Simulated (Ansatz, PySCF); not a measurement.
N-ethenylpropan-2-imine (C5H9N), SMILES C(C)(C)=NC=C. Atoms are numbered in the order given.

```xyz
15

C      2.1408    -0.5900     0.7711
C      1.5583    -0.3339    -0.4120
N      0.4553     0.4793    -0.6342
C     -0.7179     0.2703    -0.1756
C     -1.1529    -0.9391     0.6203
C     -1.7888     1.2941    -0.4506
H      1.7288    -0.2020     1.7065
H      3.0745    -1.1538     0.8192
H      2.0310    -0.6908    -1.3371
H     -1.3702    -0.6484     1.6623
H     -2.0900    -1.3447     0.2054
H     -0.3849    -1.7227     0.6372
H     -2.2288     1.6571     0.4941
H     -2.6131     0.8461    -1.0318
H     -1.3685     2.1412    -1.0075
```
Charge 0, spin multiplicity 1.

Coordinates come from a B3LYP-D3(BJ)/def2-SVP optimisation. One conformer was computed; it need not be the lowest.

Two levels are set side by side: PBE-D3(BJ)/def2-SVP (Ansatz, an electronic-structure program) and B3LYP-D3(BJ)/def2-SVP (Ansatz). Each level has its own optimised geometry; the coordinates shown are those of the second. Frequencies come from the Hessian of PySCF at each geometry. Differences are taken from unrounded values.

| quantity | B3LYP-D3(BJ) | PBE-D3(BJ) | PBE-D3(BJ) minus B3LYP-D3(BJ) |
|---|---|---|---|
| mean bond length (Å) | 1.208 | 1.215 | 0.007 |
| bond C1–C2 (Å) | 1.343 | 1.354 | 0.011 |
| bond C2–N3 (Å) | 1.388 | 1.386 | -0.002 |
| bond N3–C4 (Å) | 1.277 | 1.288 | 0.011 |
| bond C4–C5 (Å) | 1.512 | 1.512 | 0.000 |
| bond C4–C6 (Å) | 1.507 | 1.507 | 0.001 |
| bond C1–H7 (Å) | 1.093 | 1.101 | 0.008 |
| bond C1–H8 (Å) | 1.092 | 1.099 | 0.008 |
| bond C2–H9 (Å) | 1.098 | 1.107 | 0.009 |
| bond C5–H10 (Å) | 1.103 | 1.111 | 0.007 |
| bond C5–H11 (Å) | 1.102 | 1.110 | 0.008 |
| bond C5–H12 (Å) | 1.097 | 1.106 | 0.008 |
| bond C6–H13 (Å) | 1.103 | 1.111 | 0.007 |
| bond C6–H14 (Å) | 1.104 | 1.111 | 0.008 |
| bond C6–H15 (Å) | 1.097 | 1.105 | 0.008 |
| highest harmonic wavenumber (cm⁻¹) | 3247 | 3188 | -59 |
| mean harmonic wavenumber (cm⁻¹) | 1447 | 1408 | -39 |
| zero-point energy (kcal/mol) | 80.67 | 78.48 | -2.19 |

Exact exchange shortens and stiffens bonds; PBE has none. Differences between two approximate levels are no errors against the true value.
